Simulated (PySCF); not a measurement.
**`C1=CC2=CC=CC2=C1`, C8H6**

Geometry:
```tsv
atom	x (Å)	y (Å)	z (Å)
C1	2.181	-0.160	-0.107
C2	1.615	0.996	0.286
C3	0.160	0.782	0.271
C4	-1.030	1.362	0.503
C5	-2.093	0.354	0.219
C6	-1.527	-0.802	-0.175
C7	-0.072	-0.588	-0.161
C8	1.118	-1.168	-0.392
H9	3.241	-0.353	-0.209
H10	2.130	1.907	0.559
H11	-1.225	2.375	0.837
H12	-3.153	0.546	0.321
H13	-2.042	-1.713	-0.448
H14	1.312	-2.181	-0.724
```

Computed with PySCF 2.14.0, UKS BHandHLYP/def2-SVP four-point reorganisation energy, gas phase. Geometry: BHandHLYP/def2-SVP.

Question: What is the inner reorganisation energy for hole transfer, with the ionisation energy?

Answer: λ = 0.366 (surface of the oxidised species) + 0.561 (surface of the starting species) = 0.927 eV. The ionisation energy is 7.45 eV vertical and 7.08 eV adiabatic without zero-point energy; at the relaxed geometry of the oxidised species the two energies differ by 6.52 eV. Largest bond changes: C2–C3 1.471 → 1.394 Å, C6–C7 1.471 → 1.394 Å, C1–C2 1.345 → 1.419 Å, C5–C6 1.345 → 1.419 Å, C4–C5 1.492 → 1.419 Å. ⟨S²⟩ of the relaxed oxidised species 0.797.

Question: What is the inner reorganisation energy for electron transfer, with the electron affinity?

Answer: λ = 0.398 (surface of the reduced species) + 0.444 (surface of the starting species) = 0.842 eV. The electron affinity is 0.61 eV vertical and 1.01 eV adiabatic without zero-point energy; at the relaxed geometry of the reduced species the two energies differ by 1.45 eV. Largest bond changes: C4–C5 1.492 → 1.410 Å, C8–C1 1.492 → 1.410 Å, C7–C8 1.344 → 1.422 Å, C3–C4 1.344 → 1.421 Å, C1–C2 1.345 → 1.411 Å. ⟨S²⟩ of the relaxed reduced species 0.807.

The highest occupied orbital of the reduced species is unbound in this basis, so its energies are rough.
